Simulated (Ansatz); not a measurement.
Geometry optimisation, RHF/def2-SVP in Ansatz.

The input (input.yaml):

```yaml
crystal:
  periodic: [false, false, false]
  atoms:
    - { symbol: Zr, position_ang: [0.191149, -0.050811, 0.116528] }
    - { symbol: "N", position_ang: [0.21528, -0.020128, 2.256782] }
    - { symbol: H, position_ang: [-0.492837, -0.297152, 2.908818] }
    - { symbol: H, position_ang: [1.048087, 0.20158, 2.778508] }
    - { symbol: F, position_ang: [2.017259, 0.112065, -0.397232] }
    - { symbol: F, position_ang: [-0.75977, 1.417752, -0.656511] }
    - { symbol: F, position_ang: [-0.557148, -1.656245, -0.591474] }
    - { symbol: P, position_ang: [-3.345338, 0.197457, 1.421807] }
    - { symbol: H, position_ang: [-3.24783, -0.727099, 0.356976] }
    - { symbol: H, position_ang: [-3.511487, -0.784823, 2.425473] }
    - { symbol: H, position_ang: [-1.949665, 0.328705, 1.642226] }
basis:
  gaussian: { orbitals: def2-SVP }
hamiltonian:
  xc: hf
relax:
  f_tol: 0.03
  max_steps: 50
```

Run as:

```bash
$ ansatz run input.yaml --threads 2 --pin off --max-ram 3072MiB --backend cpu --events-out ev --progress --plain --runs-dir out
```

Problem. Where does it end, and by what steps?

Solution. The forces met the threshold. The force dipped under the threshold on the way, but the program's further checks kept it going. After 24 steps the energy has fallen by 0.374 eV; H11 moved furthest, 1.53 Å.

```csv
step,energy less start (eV),largest force component (eV/Å),accepted
0,0.0000,1.919,yes
1,-0.2164,1.102,yes
2,-0.3083,0.197,yes
3,-0.3410,0.279,yes
4,-0.3529,0.160,yes
5,-0.3582,0.200,yes
6,-0.3616,0.160,yes
7,-0.3467,0.628,no
8,-0.3640,0.032,yes
9,-0.3659,0.061,yes
10,-0.3652,0.283,no
11,-0.3659,0.127,yes
12,-0.3684,0.043,yes
13,-0.3682,0.226,no
14,-0.3683,0.110,no
15,-0.3688,0.010,yes
16,-0.3697,0.029,yes
17,-0.3702,0.139,yes
18,-0.3709,0.077,yes
19,-0.3717,0.018,yes
20,-0.3661,0.383,no
21,-0.3725,0.093,yes
22,-0.3725,0.120,yes
23,-0.3735,0.057,yes
24,-0.3740,0.013,yes
```

```xyz
11
Properties=species:S:1:pos:R:3
Zr 0.484 -0.060 0.177
N 0.648 -0.125 2.193
H -0.096 -0.294 2.849
H 1.499 0.015 2.713
F 2.260 -0.020 -0.524
F -0.484 1.502 -0.368
F -0.523 -1.570 -0.433
P -4.093 -0.153 1.455
H -3.473 -0.779 0.351
H -3.316 -0.811 2.436
H -3.300 1.016 1.413
```

Whether the end is a true minimum wasn't checked by a vibrational analysis.

Run time: 2 min on 2 threads of AMD EPYC 7R43 64-Core Processor (Zen 3) (shared host), peak memory 0.32 GiB.
